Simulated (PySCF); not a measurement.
## Ti: electron affinity

Ti- [Ar] 3d3 4s2 [3d3/2^3, M_J = 3/2] → Ti [Ar] 3d2 4s2 [3d3/2^2, M_J = 2], as a difference of total energies. Calculation: PySCF 2.14, in x2c-SVPall-2c with one added diffuse shell each of s, d type (6s5p4d1f, 48 functions); the two-component X2C-1e Hamiltonian. Correlated levels: [Ne] frozen; the 6 highest virtual spinors dropped. "Screened" scales the spin-orbit matrix elements by Boettger's factors to mimic the two-electron term; Breit and QED terms are absent.

```csv
method,electron affinity (eV)
GHF (screened spin-orbit),-0.914
GMP2 (screened spin-orbit),-0.778
```

Errors of the correlated levels include the incompleteness of this basis, which has no added diffuse functions for the anion, and the frozen core.

The labels give the starting determinants; with spin-orbit coupling the two ends relaxed to ⟨J²⟩ = 7.15, ⟨L²⟩ = 12.01, ⟨S²⟩ = 4.17 and ⟨J²⟩ = 7.88, ⟨L²⟩ = 12.01, ⟨S²⟩ = 2.01.

A negative affinity means that the anion lies above the atom at that level of theory.

The determinant of Ti- and of Ti mixes levels of different J (the jj label is only the starting occupation), so the difference between spin-free and spin-orbit rows is not the physical spin-orbit shift.

For comparison: 0.076 eV (measured; photodetachment measurements, as compiled on the Wikipedia data page of electron affinities).
